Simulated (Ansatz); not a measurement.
`N[SiH]([AlH2])[SiH3]`, charge 0, multiplicity 1.

**Question.** Give a relaxed structure at PBE0-D4/def2-TZVP (Ansatz). (Best estimate.)

**Answer.** The calculation gave: 
Z-matrix (Å, degrees):
```
Si
Al 1 2.468
Si 1 2.345 2 108.4
N 1 1.742 2 118.6 3 123.1
H 1 1.496 2 108.2 3 -114.7
H 2 1.593 1 120.9 3 63.5
H 2 1.594 1 121.1 3 -115.1
H 3 1.488 1 112.9 2 -171.0
H 3 1.489 1 109.4 2 -49.6
H 3 1.492 1 109.9 2 68.3
H 4 1.009 1 118.0 2 63.2
H 4 1.009 1 117.7 2 -71.7
```
This is one stationary point; other conformers may exist.
